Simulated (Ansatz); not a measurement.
Reaction R1 → P1 + P2, each structure at its B3LYP-D3(BJ)/def2-TZVP stationary point, reached from a drawn start (curvature not checked).
R1, AlH3 (SMILES [AlH3]) (charge 0, multiplicity 1):
```json
[
 {"atom": "Al", "x (Å)": "0.0001", "y (Å)": "0.0000", "z (Å)": "0.0006"},
 {"atom": "H", "x (Å)": "1.5804", "y (Å)": "-0.0097", "z (Å)": "-0.0094"},
 {"atom": "H", "x (Å)": "-0.7818", "y (Å)": "1.3735", "z (Å)": "-0.0018"},
 {"atom": "H", "x (Å)": "-0.7985", "y (Å)": "-1.3638", "z (Å)": "0.0107"}
]
```
P1, AlH (SMILES [AlH]) (charge 0, multiplicity 1, Z-matrix in Å and degrees):
```
Al
H 1 1.6619
```
P2: H2 (SMILES [H][H]), charge 0, multiplicity 1.

P less R. No zero-point or thermal terms.

Cores are frozen in the correlated methods.

Programs: Ansatz (a first-principles code) with Gaussian orbitals. Each number belongs to the level named beside it.

Estimate the reaction energy that HF/cc-pV(T+d)Z returns for this input.

1.38 eV

Give the reaction energy at the level CCSD(T)/cc-pV(Q+d)Z.

1.32 eV

Predict the reaction energy from B2PLYP/def2-TZVPP.

1.33 eV
